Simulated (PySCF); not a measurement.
Excitations are Tamm–Dancoff values on a coarser integration grid. The basis has no diffuse functions, so Rydberg states are missing or too high.

Cartesian coordinates (Å):
```xyz
18

N      2.1761     1.4429     2.7337
C      2.0631     0.5919     1.9530
Si     1.7854    -0.7209     0.6635
Si    -0.1743    -0.1084    -0.4585
Si     0.1927     2.0124    -1.3868
Si    -1.8894    -0.0263     1.1371
Si    -0.6366    -1.6937    -2.1204
H      2.9897    -0.7289    -0.2159
H      1.6697    -2.0213     1.3841
H     -1.0441     2.4659    -2.0932
H      0.5330     2.9801    -0.3017
H      1.3194     1.9433    -2.3668
H     -1.5330     0.9572     2.2027
H     -3.1633     0.3909     0.4756
H     -2.0736    -1.3790     1.7462
H     -1.8876    -1.3091    -2.8418
H      0.4940    -1.7546    -3.0967
H     -0.8212    -3.0424    -1.5024
```
Charge 0, multiplicity 1.

Problem. Estimate the S1 excitation (TDA), dipole moment, S1 oscillator strength, total energy, HOMO–LUMO gap, S1–T1 gap (TDA), T1 excitation (TDA) and HOMO that PySCF 2.14.0 with ωB97X-D3(BJ)/def2-TZVP // PBE0-D3(BJ)/def2-SVP returns for this input.

Solution. 
| Item | Value |
|---|---|
| S1 excitation (TDA) | 6.58 eV |
| dipole moment | 3.66 D |
| S1 oscillator strength | 0.003 |
| total energy | -1547.1960 Ha |
| HOMO–LUMO gap | 11.51 eV |
| S1–T1 gap (TDA) | 0.85 eV |
| T1 excitation (TDA) | 5.73 eV |
| HOMO | -10.53 eV |
